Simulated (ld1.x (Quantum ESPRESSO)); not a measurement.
**Ranking TM semilocal potentials for indium**

All share these settings but for the change named:

ld1.x (Quantum ESPRESSO) 7.5 input, shortened:

```
&input
   title='In', zed=49., rel=1, dft='PBE', iswitch=3,
   config='[Kr] 4d10 5s2 5p1'
 /
 &inputp
   pseudotype=1, tm=.true., lloc=1,
   nlcc=.true., rcore=1.65
 /
2
5S  1  0   2.00   0.00  1.75  1.75  0.0
5P  2  1   1.00   0.00  2.05  2.05  0.0
 &test
   configts(1)='5s2 5p1'
 /
```

Cutoff: the first of the cutoffs (Ry, on a coarse ladder) from which the occupation-weighted sum of valence levels, in a spherical-Bessel basis at the reference potential, stays within 10 and 1 mRy of its value at 400 Ry; the density cutoff is not measured.

The base gives 25 Ry.

Of 7 variants that were run, those that failed, showed a ghost or another fault, or gave nearly equal values are left out.

A variant can come out equal or close to the base.

Problem. Rank these variants from softest to hardest (loose cutoff).
A. wave 5p (bound): rc 2.05 bohr becomes 5p (bound): rc 1.32 bohr
B. wave 5p (bound): rc 2.05 bohr becomes 5p (bound): rc 1.96 bohr
C. wave 5p (bound): rc 2.05 bohr becomes 5p (bound): rc 2.84 bohr
D. wave 5p (bound): rc 2.05 bohr becomes 5p (bound): rc 1.68 bohr

Solution. C (21 Ry), B (25 Ry), D (45 Ry), A (70 Ry).
